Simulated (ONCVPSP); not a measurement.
# Pseudopotential generation for Ga: ONCV, PBE, fully relativistic.

ONCVPSP 4.0.1 input, shortened (lines: element, Z, core and valence counts, functional; n l f; lmax; l rc ep ncon nbas qcut; lloc lpopt rc5 dvloc0; l nproj debl; icmod fcfact rcfact), PBE, fully relativistic:

```
  Ga 31.00    3    5        4      upf
    1    0    2.00
    2    0    2.00
    2    1    6.00
    3    0    2.00
    3    1    6.00
    3    2   10.00
    4    0    1.00
    4    1    2.00
    3
    0    0.85    0.00    4    8   17.20
    1    1.40    0.00    4    7   10.20
    2    1.00    0.00    4    8   14.20
    3    0.85    0.20    4    7   11.40
    3    5    0.85    0.00
    0    2    2.70
    1    2    3.20
    2    2    0.70
    3    0    3.60
    3    5.50    1.05
```

Open shells are filled in proportion to 2j + 1.

In the d channel the program set the typed energies aside and used -0.766, 0.250 Ha (j = l + 1/2; the other j can differ).

(1) Estimate the cutoffs (Ha) at which the residual kinetic energy of the hardest occupied pseudo-wave falls to 1 and 0.1 mHa per electron.

(2) What does a ghost test show?

(3) Tests: 3s2 3p6 3d10 4s2 4p1; 3s2 3p6 3d10 4s2 4p0; 3s2 3p6 3d10 4s1 4p0; 3s2 3p6 3d10 4s0 4p3. Which has the largest error in its energy relative to the reference configuration, and how large is it?

Answers

(1) 94 Ha and 110 Ha.

(2) No bound ghost flagged; GHOST(+) flags only above 600 eV.

(3) 3s2 3p6 3d10 4s1 4p0, with +0.8 meV (all-electron minus pseudo) on +20.28 eV.
